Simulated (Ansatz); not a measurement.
System: tetramethylgermane, C4H12Ge, net charge 0, singlet state. SMILES: [CH3][Ge]([CH3])([CH3])[CH3]
Geometry from a B3LYP-D3(BJ)/def2-TZVP (Ansatz, a first-principles code) optimisation:
```
Ge
C 1 1.9704
H 2 1.0908 1 110.56
H 2 1.0908 3 108.36 1 -121.32
H 2 1.0908 3 108.36 4 -117.37
C 1 1.9704 2 109.47 3 -180.00
H 6 1.0908 1 110.56 2 60.00
H 6 1.0908 7 108.36 1 -121.32
H 6 1.0908 7 108.36 8 -117.37
C 1 1.9704 2 109.47 3 -60.00
H 10 1.0908 1 110.56 2 60.00
H 10 1.0908 11 108.36 1 121.32
H 10 1.0908 11 108.36 12 117.37
C 1 1.9704 2 109.47 3 60.00
H 14 1.0908 1 110.56 2 -60.00
H 14 1.0908 15 108.36 1 -121.32
H 14 1.0908 15 108.36 16 -117.37
```
Charge 0, spin multiplicity 1.

Parts of the frozen-core correlation energy in 6-31G (Ansatz, hartree). Frozen orbitals: 18; correlated occupied orbitals by spin: 16 and 16; virtual: 55 and 55. No spin-orbit coupling. Non-relativistic.

```
term                             value
-------------------------  -----------
reference (HF)             -2233.45481
MP2 opposite-spin                    …
MP2 same-spin                        …
CCSD correlation              -0.48952
(T)                                  …
T1 diagnostic                    0.007
largest doubles amplitude        0.026
```

Task: Complete the blanks.

Result: 
- MP2 opposite-spin, value: -0.34076
- MP2 same-spin, value: -0.08334
- (T), value: -0.01070
